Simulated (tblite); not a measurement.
Compound: C₃H₉PSSi₂.
Atom-mapped SMILES: `[CH:1]#[C:2][SiH2:3][PH:4][SiH2:5][S:6][CH3:7]` (hydrogens: H8 on C1; H9, H10 on Si3; H11 on P4; H12, H13 on Si5; H14, H15, H16 on C7)

Computed with GFN2-xTB (tblite), gas phase: L-BFGS steps from a force-field or distance-geometry start until the largest atomic force falls under 0.01 eV/Å.

Step 34: E = -548.9639 eV
```
atom  x, y, z in Å  |  force x, y, z in eV/Å
C1     -3.5341    1.1501    1.9276    0.029  -0.022   0.001
C2     -3.1235    0.6531    0.9121    0.050  -0.083  -0.064
Si3    -2.6349   -0.1624   -0.6822    0.044   0.004  -0.074
P4     -0.4827   -0.7658   -0.9934   -0.165  -0.039  -0.010
Si5     0.8003    0.6641    0.1513   -0.027  -0.005  -0.057
S6      2.5219    1.3468   -0.9368   -0.026  -0.014  -0.039
C7      3.7388    0.0158   -0.6585    0.034  -0.010   0.006
H8     -3.8919    1.5834    2.8172    0.031   0.031   0.020
H9     -2.9885    0.7719   -1.7586    0.071  -0.044   0.029
H10    -3.3864   -1.4248   -0.7656    0.044   0.066   0.007
H11    -0.4756   -1.7262    0.0017   -0.013   0.030  -0.002
H12     0.1547    1.9165    0.4942   -0.092   0.055   0.074
H13     1.3414   -0.0540    1.2982    0.027   0.027   0.127
H14     4.6069    0.4765   -0.2003    0.066  -0.020   0.007
H15     3.3345   -0.7479   -0.0051   -0.045   0.001   0.017
H16     4.0115   -0.4205   -1.6134   -0.028   0.024  -0.042
```

Step 35: E = -548.9672 eV
```
atom  x, y, z in Å  |  force x, y, z in eV/Å
C1     -3.5226    1.1467    1.9277    0.050  -0.033  -0.036
C2     -3.1216    0.6539    0.9057    0.030  -0.047  -0.008
Si3    -2.6343   -0.1610   -0.6888    0.054  -0.005  -0.083
P4     -0.4810   -0.7731   -0.9836   -0.175  -0.070  -0.025
Si5     0.7945    0.6633    0.1574    0.036   0.048  -0.071
S6      2.5166    1.3548   -0.9334   -0.037  -0.089   0.025
C7      3.7322    0.0183   -0.6583    0.019  -0.004   0.005
H8     -3.8697    1.5791    2.8226    0.030   0.019   0.000
H9     -2.9722    0.7690   -1.7756    0.071  -0.051   0.058
H10    -3.3962   -1.4170   -0.7707    0.049   0.057   0.001
H11    -0.4713   -1.7380    0.0094   -0.028   0.065  -0.014
H12     0.1480    1.9188    0.4900   -0.095   0.039   0.078
H13     1.3408   -0.0475    1.3070    0.021   0.033   0.120
H14     4.6044    0.4722   -0.1986    0.035  -0.018  -0.033
H15     3.3290   -0.7474   -0.0049   -0.053   0.027  -0.007
H16     3.9958   -0.4157   -1.6174   -0.007   0.030  -0.011
```

Step 36: E = -548.9708 eV
```
atom  x, y, z in Å  |  force x, y, z in eV/Å
C1     -3.5090    1.1422    1.9272    0.068  -0.039  -0.066
C2     -3.1186    0.6532    0.8984    0.011  -0.001   0.056
Si3    -2.6320   -0.1594   -0.6971    0.040  -0.011  -0.053
P4     -0.4823   -0.7826   -0.9749   -0.119  -0.083  -0.027
Si5     0.7877    0.6626    0.1622    0.075   0.084  -0.051
S6      2.5105    1.3627   -0.9292   -0.031  -0.151   0.079
C7      3.7257    0.0212   -0.6580   -0.002  -0.002   0.004
H8     -3.8446    1.5746    2.8277    0.035  -0.003  -0.037
H9     -2.9537    0.7648   -1.7926    0.064  -0.034   0.061
H10    -3.4049   -1.4069   -0.7757    0.040   0.026  -0.010
H11    -0.4685   -1.7478    0.0193   -0.047   0.091  -0.023
H12     0.1387    1.9213    0.4872   -0.084  -0.002   0.072
H13     1.3399   -0.0397    1.3176   -0.004   0.055   0.078
H14     4.6030    0.4667   -0.1969   -0.006  -0.013  -0.077
H15     3.3221   -0.7460   -0.0050   -0.057   0.048  -0.027
H16     3.9786   -0.4103   -1.6218    0.019   0.035   0.021
```

**Question.** Estimate the geometry and energy of step 37. (The exact step hangs on the optimiser's Hessian estimate; all steps are aligned on step 36, rigid shifts and turns removed.)

**Answer.** E = -548.9743 eV, largest force 0.193 eV/Å
```
atom  x, y, z in Å  |  force x, y, z in eV/Å
C1     -3.4946    1.1371    1.9261    0.074  -0.031  -0.071
C2     -3.1143    0.6511    0.8917    0.007   0.032   0.089
Si3    -2.6278   -0.1578   -0.7057    0.009  -0.015   0.006
P4     -0.4856   -0.7939   -0.9692   -0.011  -0.065  -0.009
Si5     0.7813    0.6627    0.1642    0.068   0.080  -0.008
S6      2.5050    1.3690   -0.9228   -0.012  -0.166   0.098
C7      3.7197    0.0240   -0.6575   -0.023  -0.007   0.002
H8     -3.8198    1.5700    2.8312    0.037  -0.024  -0.069
H9     -2.9359    0.7600   -1.8068    0.050   0.004   0.036
H10    -3.4108   -1.3963   -0.7801    0.018  -0.020  -0.024
H11    -0.4691   -1.7526    0.0316   -0.064   0.099  -0.028
H12     0.1276    1.9231    0.4859   -0.064  -0.050   0.058
H13     1.3375   -0.0322    1.3271   -0.036   0.081   0.020
H14     4.6023    0.4606   -0.1961   -0.038  -0.002  -0.106
H15     3.3143   -0.7437   -0.0060   -0.057   0.050  -0.031
H16     3.9625   -0.4046   -1.6253    0.042   0.034   0.038
```

The energy changes by -0.0035 eV. The first-order estimate −F·Δx gives -0.0049 eV and the mean of the old and new forces, exact on a quadratic surface, -0.0035 eV. The step makes an angle of 77° with the force vector and moves no atom by more than 0.025 Å.

What follows is the cost of the whole relaxation. The run took 4.6 s wall on one thread, Arm Neoverse N1 (aarch64), shared host with 64 logical CPUs at a one-minute load of 63.
